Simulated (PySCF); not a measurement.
Trends in electronic spectra. Theory: TDDFT CAM-B3LYP/def2-SVPD, vertical, gas phase, core orbitals frozen in the response (PySCF). Geometries: GFN2-xTB; one conformer of each isolated species. Triplets are in the Tamm–Dancoff approximation. 'Strongest' means the level of largest summed f among the lowest 8 singlets; it needn't be the same kind of state in each.

**Question.** Rank by computed energy of the strongest computed level, highest first.
A. `C=C[Si@@H](Cl)[SiH2]Cl`
B. `C/C=C(/C#N)O[SiH2]C=O`
C. `N#CC[Si@@H]([SiH2]N)C=C`
D. `CC(=O)[SiH2]F`
E. `ClC1=C[SiH2][SiH2]CC1`

**Answer.** D (7.75 eV), A (7.34 eV), C (6.90 eV), E (6.03 eV), B (5.70 eV).

```tsv
SMILES	strongest (eV)	α (au)	LUMO (eV)	gap (eV)	f (S1)	S1 mainly
CC(=O)[SiH2]F	7.75	52.8	-0.30	8.33	0.001	H→L (97%)
C=C[Si@@H](Cl)[SiH2]Cl	7.34	103.1	-0.08	9.31	0.018	H→L (84%)
C=C[Si@@H](CC#N)[SiH2]N	6.90	112.6	0.23	8.99	0.006	H→L+1 (52%)
ClC1=C[SiH2][SiH2]CC1	6.03	113.4	0.33	8.96	0.211	H→L (93%)
C/C=C(/C#N)O[SiH2]C=O	5.70	97.0	-0.80	8.01	0.000	H→L (83%)
```

H and L stand for HOMO and LUMO.

- `CC(=O)[SiH2]F`: S1 has the pattern of n→π* at C=O.
- `C=C[Si@@H](Cl)[SiH2]Cl`: Löwdin shares by element: HOMO chlorine 31%, carbon 15% or more, silicon 15% or more (atoms not listed hold the other 39%); LUMO silicon 39%, chlorine 14% or more, carbon 11% or more (atoms not listed hold the other 36%).
- `C=C[Si@@H](CC#N)[SiH2]N`: Löwdin shares by element: HOMO nitrogen 44% or more, silicon 22%, hydrogen 10% or more (atoms not listed hold the other 23%); LUMO carbon 38% or more, silicon 29% (atoms not listed hold the other 33%).
- `ClC1=C[SiH2][SiH2]CC1`: Löwdin shares by element: HOMO carbon 54% or more, chlorine 26%, silicon 6% or more; LUMO carbon 44% or more, silicon 15% or more, chlorine 8% (atoms not listed hold the other 33%).
- `C/C=C(/C#N)O[SiH2]C=O`: Löwdin shares by element: HOMO oxygen 50% or more, carbon 21% or more, silicon 11%, hydrogen 10% or more; LUMO carbon 33% or more, oxygen 28% or more, silicon 13%, hydrogen 5% or more (atoms not listed hold the other 21%).
